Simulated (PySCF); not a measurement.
InHI₂, SMILES [I][InH][I]. Atoms are numbered in the order given.

```xyz
4

In     0.0000     0.0000    -0.9674
H      0.0000     0.0000    -2.6792
I      0.0000     2.2524     0.4725
I      0.0000    -2.2524     0.4725
```
Charge 0, spin multiplicity 1.

The structure is a stationary point at r2SCAN-D4/def2-SVP. The def2 effective core potentials stand for the cores of I, In; spin–orbit coupling is left out.

Calculation: TDDFT-ωB97X/def2-SVPD in PySCF.

Vertical excitations. Isolated molecule, no solvent. State labels are in the subgroup C2v.

Computed UV-visible absorptions:
| state | symmetry | energy (eV) | λ (nm) | f | main pairs |
|---|---|---|---|---|---|
| S1 | B2 | 4.67 | 265 | 0.029 | HOMO→LUMO+1 87 % |
| S2 | A2 | 4.77 | 260 | 0.000 | HOMO−1→LUMO+1 89 % |
| S3 | A2 | 4.79 | 259 | 0.000 | HOMO→LUMO 92 % |
| S4 | B1 | 4.87 | 255 | 0.000 | HOMO−2→LUMO 96 % |
| S5 | A1 | 4.88 | 254 | 0.037 | HOMO−2→LUMO+1 90 % |
| S6 | B1 | 5.15 | 241 | 0.025 | HOMO−3→LUMO+1 91 % |
| S7 | B2 | 5.15 | 241 | 0.039 | HOMO−1→LUMO 83 % |
| S8 | A1 | 5.55 | 223 | 0.015 | HOMO−3→LUMO 90 % |
| S9 | A2 | 5.90 | 210 | 0.000 | HOMO−4→LUMO 97 % |
| S10 | B1 | 6.18 | 201 | 0.003 | HOMO−5→LUMO 96 % |
| T1 | B2 | 4.25 | 292 | 0 | HOMO→LUMO+1 91 % |
| T2 | A1 | 4.38 | 283 | 0 | HOMO−2→LUMO+1 90 % |
| T3 | A2 | 4.45 | 279 | 0 | HOMO−1→LUMO+1 88 % |
| T4 | A2 | 4.72 | 263 | 0 | HOMO→LUMO 94 % |
Triplets are in the Tamm–Dancoff approximation, which puts them higher than full response would, so one can lie above its singlet here.
